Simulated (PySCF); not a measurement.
**Si: excitation energy**

Si [Ne] 3s2 3p2 (3P) → Si [Ne] 3s2 3p1 4s1 (3P), as a difference of total energies. Computed with PySCF 2.14 in aug-cc-pCVTZ-DK, with the spin-free X2C one-electron Hamiltonian (Gaussian nucleus). Correlated levels: nothing frozen. The calculations carry no spin-orbit coupling.

```json
{"method": "UHF", "excitation energy (eV)": "4.851"}
{"method": "MP2 (all electrons)", "excitation energy (eV)": "5.025"}
{"method": "SCS-MP2 (all electrons)", "excitation energy (eV)": "4.994"}
{"method": "CCSD (all electrons)", "excitation energy (eV)": "5.037"}
{"method": "CCSD(T) (all electrons)", "excitation energy (eV)": "5.044"}
```

Question: How much does correlation contribute at CCSD(T) (all electrons)?

Answer: 5.044 − (4.851) = 0.193 eV, measured against UHF.

The promoted electron is Rydberg-like, and one or two diffuse shells describe it only roughly, which tends to raise the upper state.
